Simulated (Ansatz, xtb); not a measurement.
**Relative energy of two isomers of C3H5FO2Se**

Structure I: `O=COC[Se]CF`, a singlet. Structure II: `C[Se][C@H](F)C(=O)O`, a singlet. Both are isolated molecules in the gas phase, relaxed with B3LYP/def2-SVP; each stands in its lowest conformer found.

**Question.** Which of the two would you expect CCSD(T)/def2-SVP + ΔMP2/def2-TZVPP electronic energies to favour?

**Answer.** Structure II; the calculation gives E(II) − E(I) = −13.6 kcal/mol.

Level by level:

```csv
level,geometry,E(II) − E(I) (kcal/mol),departure from the last row (kcal/mol),"job, with rough time for the two"
B3LYP/def2-SVP,B3LYP/def2-SVP,−12.9,+0.8,"optimisation, 3.3 min"
HF/def2-SVP,B3LYP/def2-SVP,−13.5,+0.1,part of the CCSD(T) run
MP2/def2-SVP,B3LYP/def2-SVP,−15.7,−2.0,part of the CCSD(T) run
CCSD(T)/def2-SVP,B3LYP/def2-SVP,−14.4,−0.8,single point
CCSD(T)/def2-SVP + ΔMP2/def2-TZVPP,B3LYP/def2-SVP,−13.6,,"single point, 2.4 min"
```

As drawn, II has 1 C–C, 1 O–H in place of 1 C–O, 1 C–H.

The levels shown agree on the order. The largest departure from CCSD(T)/def2-SVP + ΔMP2/def2-TZVPP is that of MP2/def2-SVP, 2.0 kcal/mol. Levels run at GFN2-xTB geometries aren't shown. The last row adds to CCSD(T) the change of the MP2 difference between the two basis sets, here +0.8 kcal/mol.

With thermal terms from frequencies at re-optimised GFN2-xTB minima (ideal gas, soft modes damped towards free rotors, one conformer each, 298.15 K, 1 atm): on the last row, ΔE + ΔZPE = −14.0, ΔH = −13.7, ΔG = −14.3 kcal/mol.

The correlated steps freeze 15 core orbitals; the filled d shell of Se is correlated, in a basis made for valence electrons. Mirror images aren't counted in ΔG. Codes used: Ansatz 0.2.0, xtb 6.7.1; the last row on 2 threads of Intel(R) Xeon(R) Processor @ 2.70GHz on a shared host.
